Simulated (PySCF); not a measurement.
Atomic charges by several schemes

Compound: C4H8FNSi2.
Cartesian coordinates in Å at the GFN2-xTB level; atoms count from 1:
```
atom  x, y, z in Å
N1     1.429   -3.057    1.201
C2     1.019   -2.173    0.601
C3     0.528   -1.051   -0.131
Si4    1.582    0.551    0.199
Si5   -0.219    1.929   -0.309
C6    -1.438    0.462   -0.567
C7    -0.921   -0.720    0.239
F8    -0.955   -0.368    1.582
H9     0.560   -1.302   -1.195
H10    2.732    0.472   -0.710
H11    2.083    0.498    1.570
H12   -0.161    2.706   -1.552
H13   -0.719    2.800    0.756
H14   -2.448    0.696   -0.233
H15   -1.507    0.168   -1.614
H16   -1.572   -1.602    0.151
```

Density: PBE0/pcSseg-1 (PySCF); schemes: Mulliken, IAO, Hirshfeld and ESP-fitted. The structure is a single GFN2-xTB conformer in the gas phase; no vibrational or solvent corrections.

Problem. Tabulate the Mulliken, IAO, Hirshfeld and ESP-fitted charges.

Solution. In e:

```csv
atom,environment,Mulliken,IAO,Hirshfeld,ESP-fitted
N1,nitrile nitrogen,-0.240,-0.257,-0.234,-0.475
C2,nitrile carbon,+0.141,+0.139,+0.070,+0.384
C3,sp3 carbon bound to silicon,-0.548,-0.420,-0.099,-0.288
Si4,SiH2 silicon,+0.393,+0.459,+0.257,+0.204
Si5,SiH2 silicon,+0.337,+0.446,+0.251,+0.243
C6,sp3 carbon bound to silicon,-0.454,-0.543,-0.164,-0.354
C7,sp3 C–F carbon,+0.154,+0.196,+0.069,+0.226
F8,alkyl fluorine,-0.320,-0.326,-0.094,-0.220
H9,methine hydrogen,+0.192,+0.184,+0.066,+0.153
H10,Si–H hydrogen,-0.031,-0.091,-0.069,-0.056
H11,Si–H hydrogen,-0.006,-0.075,-0.059,-0.015
H12,Si–H hydrogen,-0.046,-0.098,-0.073,-0.073
H13,Si–H hydrogen,-0.026,-0.088,-0.067,-0.051
H14,methylene hydrogen,+0.164,+0.167,+0.049,+0.137
H15,methylene hydrogen,+0.151,+0.156,+0.049,+0.117
H16,methine hydrogen,+0.138,+0.152,+0.048,+0.066
```

Mean size of the charges over all atoms: IAO 0.237 e, Mulliken 0.209 e, ESP-fitted 0.191 e, Hirshfeld 0.107 e. Each set sums to the total charge, 0, to within 0.001 e. The ESP scheme fits charges at the nuclei, held to the total charge, to the electrostatic potential on points at 1.4 to 2.0 times the van der Waals radii.

Lowest charge. The schemes don't all agree: Mulliken C3 (-0.548); IAO C6 (-0.543); Hirshfeld N1 (-0.234); ESP-fitted N1 (-0.475).

Highest charge. The schemes don't all agree: Mulliken Si4 (+0.393); IAO Si4 (+0.459); Hirshfeld Si4 (+0.257); ESP-fitted C2 (+0.384).

Problem. How closely do the schemes follow one another over all atoms?

Solution. Correlation coefficient and root-mean-square difference: Mulliken with IAO 0.98, 0.060 e; IAO with Hirshfeld 0.92, 0.168 e; IAO with ESP-fitted 0.87, 0.136 e; Mulliken with ESP-fitted 0.87, 0.128 e; Hirshfeld with ESP-fitted 0.86, 0.136 e; Mulliken with Hirshfeld 0.86, 0.164 e.

Problem. Sum the charges by element, for elements with more than one atom.

Solution. 
```csv
element,atoms,Mulliken,IAO,Hirshfeld,ESP-fitted
C,4,-0.706,-0.628,-0.125,-0.031
Si,2,+0.730,+0.904,+0.508,+0.448
H,8,+0.536,+0.306,-0.055,+0.278
```

Problem. How many electrons does the IAO scheme count on C6?

Solution. Z − q = 6 − (-0.543) = 6.543.

The run behind these numbers computed NMR shieldings as well. Time: 57 s (with the writing of density and orbital grids); peak memory 0.86 GiB. Hardware: Intel Xeon Platinum 8488C, one thread, shared host with 96 logical CPUs at a one-minute load of 72.
